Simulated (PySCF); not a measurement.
HCl$_{3}$SSn, singlet, geometry from GFN2-xTB (such geometries of metal compounds can be far from the true shape) (core potentials on Sn).

Here is a job for PySCF.
```python
from pyscf import gto, scf

mol = gto.M(
    atom='''
S     2.25140279    0.94985981   -0.08963007
Sn   -0.00340181    0.02593695   -0.00111512
Cl   -0.26302827   -1.29198426    1.90417950
Cl   -1.61835610    1.68582949    0.02567508
Cl   -0.39474589   -1.35001427   -1.84111624
H     2.84186000   -0.23973051   -0.01871524
''',
    basis='def2-sv(p)',
    ecp={'Sn': 'def2-sv(p)'},
    verbose=4,
    max_memory=1800,
)

mf = scf.RHF(mol)
mf = mf.density_fit(auxbasis='def2-universal-jkfit')
mf.kernel()
```

Problem. What does this run give for the total energy, Mulliken (on the basis functions themselves) charges in atom order, nuclear repulsion energy, HOMO energy?

Solution. 
total energy: -3979.119475 Ry
Mulliken (on the basis functions themselves) charges in atom order: S1 -0.37, Sn2 1.17, Cl3 -0.34, Cl4 -0.32, Cl5 -0.34, H6 0.20
nuclear repulsion energy: 580.5850 Eh
HOMO energy: -11.28 eV
